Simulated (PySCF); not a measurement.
C2H7PSi

The system: C2H7PSi, a carbene (divalent C1, bonded to 1 C + 1 P); neutral, singlet. The structure, one conformer, was relaxed in the gas phase by PBE0-D3(BJ)/def2-SVP. No frequency run checks that it is a minimum.

Singlet and triplet of such a carbene can lie close, so the singlet may not be the ground state, and shieldings that rest on so small a gap are unreliable.

SMILES: C[C]P[SiH3]

```csv
atom,x (Å),y (Å),z (Å)
C1,1.444,0.683,-0.472
C2,1.953,-0.575,0.126
P3,-0.162,1.046,-0.583
Si4,-2.021,-0.012,0.179
H5,2.659,-0.306,0.932
H6,2.586,-1.084,-0.623
H7,1.233,-1.312,0.530
H8,-0.459,2.308,-1.136
H9,-2.965,-0.314,-0.937
H10,-1.520,-1.279,0.785
H11,-2.716,0.815,1.211
```

Shieldings: GIAO PBE0/pcSseg-2. Shifts are against computed references at the same level: C TMS (σ 184.1 ppm), H TMS (σ 31.24 ppm), Si TMS (σ 341.3 ppm). Core levels by delta-SCF with SCAN, pcX-2 on the ionised atom and pcseg-1 elsewhere, spin-free X2C (2p3/2 is the spin-free 2p value less a third of a first-order spin-orbit splitting); from the vacuum level, for chosen atoms.

Question: Give the shieldings and core levels atom by atom.

Answer: 
```tsv
atoms	bonded to	σ (ppm)	δ (ppm)	core level (eV)
C1	1 C + 1 P	-309.4	493.5	-
C2	1 C + 3 H	141.6	42.5	1s 290.77
P3	1 C + 1 Si + 1 H	374.7	-	2p3/2 136.43
Si4	1 P + 3 H	466.6	-125.3	2p3/2 106.93
H5 H6 H7	1 C	26.50	4.75	-
H8	1 P	23.59	7.66	-
H9 H10 H11	1 Si	27.13	4.11	-
```

Values are those of this one static structure, with the three H of a rotating XH3 group averaged; atoms that internal rotation interchanges would show their mean in an NMR spectrum.

Core levels of C1 are left out, their hole states being strongly spin-contaminated.

Question: By CAM-B3LYP/def2-SVPD (TDDFT singlets, Tamm-Dancoff triplets, ionisation by delta-SCF), where does absorption start, and what does vertical ionisation take?

Answer: The lowest singlet lies at 2.43 eV (f 0.001), the strongest of the first 6 at 5.54 eV (f 0.339), the lowest triplet at 1.50 eV; vertical ionisation takes 7.48 eV.

The 3 runs behind this took 61 s in all, one thread each of Intel Xeon 6975P-C on a shared host, launched as `OMP_NUM_THREADS=1 python cluster_run.py task.json out`.
